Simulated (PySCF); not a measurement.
All values below come from PBE-D3(BJ)/def2-TZVP // PBE0-D4/def2-TZVP (PySCF). All species are isolated molecules in the gas phase. One relaxed conformer stands for a flexible species; it need not be the lowest. Excitations are Tamm–Dancoff values on a coarser integration grid. The basis has no diffuse functions, so Rydberg states are missing or too high.

Reference species (SMILES): `O[SiH3]` (neutral, multiplicity 1).

| Item | Result |
|---|---|
| S1 oscillator strength | 0.002 |
| HOMO–LUMO gap | 6.38 eV |
| S1 excitation (TDA) | 6.50 eV |

After one change: the S1 oscillator strength stays essentially unchanged; the HOMO–LUMO gap rises by 0.93 eV; the S1 excitation (TDA) rises by 0.92 eV.

Q: Name the change that produced these shifts. The new species is one of these.
A) `O[SiH2][SeH]` (H–O–Si–Se torsion 47°, O–Si–Se–H torsion -98°)
B) `C[SiH2]O` (C–Si–O–H torsion 70°)
C) `C=C[SiH2]O` (C–C–Si–O torsion -6°, C–Si–O–H torsion -73°)
D) `O[SiH2]F` (H–O–Si–F torsion 72°)

A: D, `O[SiH2]F` (H–O–Si–F torsion 72°)
